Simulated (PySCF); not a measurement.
H4HfO2, multiplicity 1. Atoms are numbered in the order given.

```xyz
7

Hf     0.0000     0.0000    -0.1865
O     -1.6258     0.0000     0.8079
H     -2.2749     0.0000     1.5046
O      1.6258     0.0000     0.8079
H      2.2749     0.0000     1.5046
H      0.0000     1.5294    -1.2545
H      0.0000    -1.5294    -1.2545
```
Charge 0, spin multiplicity 1.

The structure is a stationary point at PBE0-D3(BJ)/def2-TZVP. The spin state was assumed, not searched. The def2 effective core potentials stand for the cores of Hf; spin–orbit coupling is left out. Other conformers were not sampled.

All values below come from TDA-B3LYP/def2-SVPD in PySCF.

Vertical excitations. Isolated molecule, no solvent. State labels are in the subgroup C2v.

Computed UV-visible absorptions:
| state | symmetry | energy (eV) | λ (nm) | f | main pairs |
|---|---|---|---|---|---|
| S1 | B2 | 4.65 | 266 | 0.000 | HOMO→LUMO 99 % |
| S2 | B1 | 5.81 | 213 | 0.009 | HOMO→LUMO+2 98 % |
| S3 | A1 | 5.91 | 210 | 0.059 | HOMO−1→LUMO 93 % |
| S4 | A2 | 5.99 | 207 | 0.000 | HOMO→LUMO+3 94 % |
| S5 | B2 | 6.30 | 197 | 0.011 | HOMO→LUMO+1 94 % |
| S6 | A1 | 6.52 | 190 | 0.026 | HOMO→LUMO+4 86 % |
| S7 | A2 | 6.55 | 189 | 0.000 | HOMO−1→LUMO+2 96 % |
| S8 | B2 | 6.61 | 188 | 0.002 | HOMO→LUMO+6 85 % |
| S9 | A2 | 6.86 | 181 | 0.000 | HOMO→LUMO+5 96 % |
| S10 | B1 | 6.86 | 181 | 0.075 | HOMO−1→LUMO+3 92 % |
| T1 | B2 | 4.25 | 292 | 0 | HOMO→LUMO 98 % |
| T2 | A1 | 4.97 | 249 | 0 | HOMO−1→LUMO 97 % |
| T3 | B1 | 5.26 | 235 | 0 | HOMO→LUMO+2 94 % |
| T4 | A2 | 5.48 | 226 | 0 | HOMO→LUMO+3 79 %, HOMO−1→LUMO+2 17 % |
Triplets are in the Tamm–Dancoff approximation.
